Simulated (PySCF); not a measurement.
CBr4, charge -1, doublet, at the geometry of the source list (a state made from the parent by changing its charge; the spin is typed, not shown lowest) (in this run its highest filled SCF level lies above zero, so its values depend strongly on the basis, on diffuse functions most of all); PBE/STO-3G run with PySCF.

The PySCF input:
```python
from pyscf import gto, scf, dft

mol = gto.M(
    atom='''
Br    1.88530000   -0.43270000   -0.15840000
C    -0.00000000   -0.00000000   -0.00000000
Br   -0.26770000    1.88070000   -0.39740000
Br   -0.59920000   -0.37070000    1.80840000
Br   -1.01850000   -1.07720000   -1.25260000
''',
    basis='sto-3g',
    charge=-1,
    spin=1,
    verbose=3,
)

mf = dft.UKS(mol)
mf.xc = 'pbe'
mf.kernel()
mf.analyze()
```

**Question.** Write the output that PySCF gives for this input, abridged.

**Answer.** 
```
converged SCF energy = -10219.7083832856  <S^2> = 0.75115774  2S+1 = 2.0011574
**** MO energy ****
                             alpha | beta                alpha | beta
[...]
To work with the spin densities directly, `use mulliken_meta_spin()` only printing them here.

 ** Mulliken spin pop alpha/beta on meta-lowdin orthogonal AOs **
 ** Mulliken Spin Density (per atom)  **
spin density of  0 Br =      0.14007
spin density of  1 C =      0.43977
spin density of  2 Br =      0.14003
spin density of  3 Br =      0.14007
spin density of  4 Br =      0.14006
 ** Mulliken pop alpha/beta on meta-lowdin orthogonal AOs **
 ** Mulliken atomic charges   ( Nelec_alpha | Nelec_beta ) **
charge of  0Br =     -0.20362  (    17.67184     17.53178 )
charge of  1C =     -0.18552  (     3.31265      2.87287 )
charge of  2Br =     -0.20360  (    17.67181     17.53179 )
charge of  3Br =     -0.20364  (    17.67185     17.53178 )
charge of  4Br =     -0.20362  (    17.67184     17.53178 )

WARN: System has nonzero charge -1; the dipole moment is origin-dependent.
Location of origin: [0. 0. 0.]

Dipole moment(X, Y, Z, Debye):  0.00018,  0.00011, -0.00017
```
